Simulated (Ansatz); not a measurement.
## Abstraction of F: C2H3F3Si + SnH2F → C2H3F2Si + SnH2F2

Gas-phase species: C2H3F3Si `C=C[Si](F)(F)F`, singlet; SnH2F `[F][SnH2]`, doublet; C2H3F2Si `C=C[Si](F)F`, doublet; SnH2F2 `[F][SnH2][F]`, singlet. A radical takes F: the energy is the difference in strength between the Si–F bond broken and the Sn–F bond made.

Shapes, held fixed at every level: PBE0-D4/def2-TZVP. Flexible molecules stand in one conformer, not always the lowest. Programs: Ansatz 0.2.0. The zero-point and thermal change to 298 K, harmonic and unscaled (PBE0-D4/def2-TZVP), is -0.7 kJ/mol.

```csv
level,kind,ΔH(298 K) (kJ/mol),less CCSD(T)/def2-TZVPP
MP2/def2-SVP,perturbation theory,+189.0,-4.9
HF/def2-SVP,Hartree–Fock,+189.2,-4.7
SPW92/def2-TZVPP,LDA,+186.3,-7.6
PBE0-D4/def2-TZVPP,global hybrid,+183.0,-10.9
CCSD(T)/def2-SVP,coupled cluster or CI,+182.6,-11.3
CCSD/def2-SVP,coupled cluster or CI,+183.8,-10.1
CCSD(T)/def2-TZVPP,coupled cluster or CI,+193.9,0.0
```

The highest level, CCSD(T)/def2-TZVPP, gives ΔH(298 K) = +193.9 kJ/mol; the levels span +182.6 to +193.9. The column of differences is taken from that level and isn't an error. No measured value is set beside it here. Spin contamination: C2H3F2Si (⟨S²⟩ up to 0.81). Open shells run unrestricted. For atoms past krypton def2 sets carry core potentials with scalar relativity. Outer-core shells of Sn are correlated, in sets that cover them unevenly. CCSD(T)/def2-TZVPP lies outside the range of the other correlated levels here, so it shouldn't be taken on trust.
